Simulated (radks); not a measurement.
Results of a calculation; reference values are marked as such.
Problem. Ce IV, 55 electrons, occupied as [Xe] 6p1 (not the ground configuration). Level of theory: Dirac Kohn-Sham, PBE, spin-unpolarised, spherical densities, finite nucleus; open shells are shared between the two j in proportion to 2j + 1; Fermi nuclear charge, rms radius 4.8771 fm (a radial shooting solver on a logarithmic mesh with Libxc functionals). Some entries of the table are withheld. Estimate them.

orbital,occ.,eigenvalue (eV),<r> (bohr)
1s1/2,2,-40266.84,0.02457
2s1/2,2,-6475.604,0.1048
2p1/2,2,-6115.970,0.08795
2p3/2,4,-5669.454,0.09416
3s1/2,2,(1),0.2783
3p1/2,2,-1272.010,(2)
3p3/2,4,-1184.278,(3)
3d3/2,4,-917.9120,0.2514
3d5/2,6,-899.0821,0.2552
4s1/2,2,-317.1547,0.6353
4p1/2,2,-260.4419,0.6534
4p3/2,4,-241.4017,0.6801
4d3/2,4,-148.1244,0.7317
4d5/2,6,-144.7540,0.7410
5s1/2,2,-71.0446,1.464
5p1/2,2,(4),1.607
5p3/2,4,(5),1.672
6p1/2,0.333333,-19.0803,3.684
6p3/2,0.666667,-18.4490,3.797

Solution. 
(1) 3s1/2 eigenvalue (eV): -1424.320
(2) 3p1/2 <r> (bohr): 0.2681
(3) 3p3/2 <r> (bohr): 0.2803
(4) 5p1/2 eigenvalue (eV): -54.6053
(5) 5p3/2 eigenvalue (eV): -51.4103
